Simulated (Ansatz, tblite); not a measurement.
Removing an electron: (ClBe-mu-H)2 (Be2H2Cl2). Charge 0, multiplicity 1. Geometry: PBE-D4/def2-TZVP. Ansatz, gas phase; energy differences of separate SCF runs; the oxidised species was run as a doublet alone.

```xyz
6

Be   -0.7737   -0.4514    0.4240
Cl   -2.1978   -1.2824    1.2045
H     0.4498    0.1634    0.9945
Be    0.7734    0.4517   -0.4241
Cl    2.1975    1.2831   -1.2043
H    -0.4493   -0.1644   -0.9946
```

The xTB rows come from tblite. Correlated methods freeze 10 core orbitals. In CCSD on the charge 1 doublet the largest single amplitude is 0.37, so its Hartree–Fock determinant may place the open shell otherwise than the density functionals do.

Estimate orbital energies and vertical ionisation energies at: GFN1-xTB; GFN2-xTB; PBE-D4/def2-TZVP; r2SCAN-D4/def2-TZVP; PBE0-D4/def2-TZVP; CCSD/def2-TZVPP; CCSD(T)/def2-TZVPP.


```
              level  −HOMO (eV)  vertical IE (eV)  −LUMO (eV)  HOMO–LUMO gap (eV)                        remarks
           GFN1-xTB       12.35             14.64        7.89                4.46                              –
           GFN2-xTB       11.57             14.11        7.62                3.94                              –
   PBE-D4/def2-TZVP        7.46             10.30        3.25                4.21                              –
r2SCAN-D4/def2-TZVP        7.80             10.52        2.92                4.87                              –
  PBE0-D4/def2-TZVP        8.80             10.81        2.48                6.33                              –
    CCSD/def2-TZVPP           –             11.51           –                   –  large T1 (0.063) (+1 doublet)
 CCSD(T)/def2-TZVPP           –             11.45           –                   –  large T1 (0.063) (+1 doublet)
```

Run but left out: HF/def2-TZVPP, MP2/def2-TZVPP (charge +1 doublet: a determinant that CCSD turns far, T1 0.063).  Raw xTB energy differences between charge states are shifted by several eV; the methods need an empirical correction for them.
